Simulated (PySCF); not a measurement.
Computed shifts of a molecule CH₅FOSi, B3LYP/pcSseg-1 in PySCF, GIAO, gas phase, equivalent atoms averaged, in ppm (number of nuclei): ²⁹Si: -25.5 (1). ¹⁹F: -173.3 (1). ¹³C: 57.8 (1). ¹H: 5.04 (1), 4.87 (1), 4.15 (3). References: ²⁹Si against TMS (σ = 338.7 ppm); ¹⁹F against CFCl3 (σ = 161.7 ppm); ¹⁷O against H2O (σ = 333.8 ppm); ¹³C against TMS (σ = 181.3 ppm); ¹H against TMS (σ = 31.68 ppm), references at their B3LYP-D3(BJ)/def2-TZVP geometries, non-relativistic. Coordinates come from a B3LYP-D3(BJ)/def2-SVP optimisation. One conformer was computed; it need not be the lowest.

Task: Pick the molecule that these values belong to.
A) O[SiH2]CF
B) C[Si@H](O)F
C) CO[SiH2]F
D) OC[SiH2]F

Result: C, CO[SiH2]F
